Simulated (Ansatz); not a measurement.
Basis-set extrapolation for H$_{6}$OSSi$_{2}$ (`O[SiH2]S[SiH3]`) (PBE0-D4/def2-TZVP geometry, frozen core, the Gaussian-basis code of Ansatz). Multiplicity 1, RHF reference.

```json
{"": "HF", "def2-TZVPP": "-1053.927013", "def2-QZVPP": "-1053.960369"}
{"": "MP2 correlation", "def2-TZVPP": "-0.669946", "def2-QZVPP": "-0.725365"}
{"": "CCSD(T) correlation", "def2-TZVPP": "-0.749721", "def2-QZVPP": "not run"}
```

Energies in hartree. Use E(X) = E(∞) + A·exp(−7.88·√X) for Hartree–Fock and E(X) = E(∞) + B·X^(−2.97) for correlation, with X = 3 and 4, and add CCSD(T) minus MP2 of the smaller set to the MP2 limit.

What is the CCSD(T) energy at the basis-set limit?

HF limit: -1053.960369 + (-0.033356) × 0.13774 = -1053.96496. MP2 limit: -0.725365 + (-0.055419) × 0.74074 = -0.76642. Higher-order term: -0.749721 − (-0.669946) = -0.07977. Total: -1054.81115 hartree, 352.9 kJ/mol below CCSD(T)/def2-TZVPP.
